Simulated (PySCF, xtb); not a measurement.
W(NH)(S)(OH)(NH2) (H₄N₂OSW), SMILES [OH][W]([NH2])(=[NH])=[S], multiplicity 1.

GFN2-xTB (xtb 6.7.1) at its own geometry gives an orbital gap of 2.35 eV and a dipole moment of 7.04 D.

The structure is a stationary point at PBE0-D3(BJ)/def2-SVP. The spin state was assumed, not searched. The structure was generated by enumeration; whether it is a known compound was not checked. The def2 effective core potentials stand for the cores of W; spin–orbit coupling is left out. Other conformers were not sampled.

Q: What does PBE/def2-TZVP (PySCF) give? (Estimate from the structure and the level; the computed values follow.)

A: gap 3.66 eV (levels -5.93 and -2.26 eV), dipole 3.64 D.
